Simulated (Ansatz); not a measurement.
Z-matrix (Å, degrees):
```
C
C 1 1.523
H 1 1.095 2 112.7
H 1 1.094 2 111.0 3 -120.9
H 1 1.097 2 111.1 3 119.8
C 2 1.523 1 111.7 3 -177.1
Sn 2 2.201 1 109.2 3 62.3
H 2 1.097 1 109.6 3 -55.5
H 6 1.097 2 111.1 1 57.5
H 6 1.094 2 111.0 1 -61.8
H 6 1.095 2 112.7 1 177.3
F 7 1.956 2 91.9 1 60.6
```

Charge 0, multiplicity 1. Sn takes the def2 core potential.

Task: List the PBE/def2-TZVPP orbital energies in eV (Ansatz). (Estimate.)

Result: Ansatz gave: Occupied: -658.26, -268.76, -268.69, -268.68, -133.21, -89.36, -89.11, -88.93, -27.74, -25.68, -25.63, -25.53, -25.32, -24.98, -19.25, -16.83, -14.04, -11.77, -10.93, -10.14, -9.79, -9.28, -8.45, -8.36, -8.24, -8.22, -7.76, -5.14. Lowest empty: -3.24, -1.16, 0.08, 0.75, 1.59, 1.81, 2.19, 2.25.
